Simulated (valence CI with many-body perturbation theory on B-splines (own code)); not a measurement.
Values are calculated unless marked as measured or tabulated.
Co¹⁴⁺: magnetic and hyperfine properties of the levels

Level of theory: configuration interaction combined with many-body perturbation theory (CI+MBPT): three valence electrons over a frozen Dirac-Fock core [Ne], radial functions for each j: 11 s, 11 p, 10 d, 8 f, 5 g, 2 h, with the one-electron correlation potential Σ1 (screened to all orders), the two-electron term Σ2, the three-electron term Σ3, Breit, model QED; selected single and double excitations, second order for the rest, scaled by the run's own slope (own B-spline code, finite nucleus).

No measured levels were compared; by estimate levels of excited configurations hold to 0.05 to 0.15 % of their energy, terms of the ground configuration to about 0.5 %.

A/g_I is the dipole constant over the nuclear g factor μ/I (μ in nuclear magnetons, uniformly magnetised nucleus), B/Q the quadrupole constant per barn. Both hold the static response of the core; the bare values leave it out. Large factors of s and p1/2 electrons are usually good to 5 to 10 %; those of open d and f shells near neutrality can be off by tens of per cent, and small factors of p3/2, d and f electrons come from cancelling terms and can be off by a factor of two or in sign, in half-filled shells by more. B is blank for J = 1/2, where it vanishes, and for nearly pure S terms. Energies count from the lowest level.

Names give the largest LS component (configuration and term), which can be under half, so a name can repeat, a term be missing and a line seem to break the LS rules; names also repeat where a configuration has a term twice. Letters in brackets count levels of one name in rising energy.

```csv
Level,E (eV),g,A/g_I (MHz),A/g_I bare,B/Q (MHz/b),B/Q bare
3s2.3p 2P°_1/2,0.00,0.664,28400,26900,,
3s2.3p 2P°_3/2,2.85,1.333,5680,5590,9950,9510
3s.3p2 4P_1/2,30.00,2.658,55100,52800,,
3s.3p2 4P_3/2,31.19,1.731,24500,23500,8150,7780
3s.3p2 4P_5/2,32.62,1.589,25500,24500,-9650,-9210
3s.3p2 2D_3/2,40.02,0.806,-5330,-4880,12600,12100
3s.3p2 2D_5/2,40.40,1.211,24500,23300,17600,16900
3s.3p2 2S_1/2,48.50,1.645,68800,65000,,
3s.3p2 2P_1/2,51.84,1.032,42400,39800,,
3s.3p2 2P_3/2,52.94,1.328,-5120,-4390,-10000,-9580
3s2.3d 2D_3/2,62.77,0.799,740,952,2750,2770
3s2.3d 2D_5/2,63.09,1.200,3920,3950,3850,3880
3p3 2D°_3/2,76.76,0.890,2410,2340,3600,3470
3p3 2D°_5/2,77.42,1.199,10800,10500,-2970,-2800
3p3 4S°_3/2,78.50,1.899,-1860,-702,,
3s.3p.3d 4F°_3/2,85.23,0.416,-9780,-9170,5010,4900
3p3 2P°_1/2,85.60,0.665,24400,22900,,
3s.3p.3d 4F°_5/2,85.84,1.032,7710,7520,4100,4040
3p3 2P°_3/2,86.21,1.331,3460,3720,-3390,-3240
3s.3p.3d 4F°_7/2,86.75,1.240,12500,12100,6100,5990
3s.3p.3d 4F°_9/2,88.03,1.333,13300,12800,12000,11700
3s.3p.3d 4P°_5/2,91.60,1.507,15100,14700,4440,4390
3s.3p.3d 4D°_3/2,91.92,1.386,10000,9900,2680,2600
3s.3p.3d 4D°_1/2,92.12,0.295,-28000,-26300,,
3s.3p.3d 4D°_7/2,93.54,1.425,16100,15600,-7270,-6850
3s.3p.3d 4P°_1/2,93.65,2.374,50800,48500,,
3s.3p.3d 4D°_5/2,93.66,1.424,16300,15800,-5110,-4930
3s.3p.3d 4P°_3/2,93.69,1.522,19600,18900,-3360,-3320
3s.3p.3d 2D°_3/2 [a],95.37,0.821,-11100,-10300,-5220,-4930
3s.3p.3d 2D°_5/2 [a],95.48,1.227,19000,18100,-6920,-6530
3s.3p.3d 2F°_5/2 [a],98.84,0.866,7860,7520,9900,9650
3s.3p.3d 2F°_7/2 [a],101.08,1.142,1150,1370,11900,11600
3s.3p.3d 2P°_3/2 [a],107.05,1.288,11800,11500,2310,2290
3s.3p.3d 2P°_1/2 [a],108.31,0.664,-23100,-21600,,
3s.3p.3d 2F°_7/2 [b],108.56,1.143,14000,13400,11800,11500
3s.3p.3d 2F°_5/2 [b],109.00,0.861,-6470,-5890,10200,9910
3s.3p.3d 2P°_1/2 [b],111.41,0.663,1510,1650,,
3s.3p.3d 2D°_3/2 [b],111.60,1.027,12500,11900,-326,-193
3s.3p.3d 2P°_3/2 [b],112.02,1.148,2240,2480,-4810,-4590
3s.3p.3d 2D°_5/2 [b],112.09,1.194,-2970,-2430,-7480,-7050
```

Q: Take the isotope of mass number 60, with I = 5, μ = 3.799 μN, leaving out the quadrupole term. What is the hyperfine structure of 3s.3p2 2S_1/2?

A: From the table A = 52200 MHz. Shifts from the centre of gravity in MHz: F = 9/2: -157000, F = 11/2: 130000.
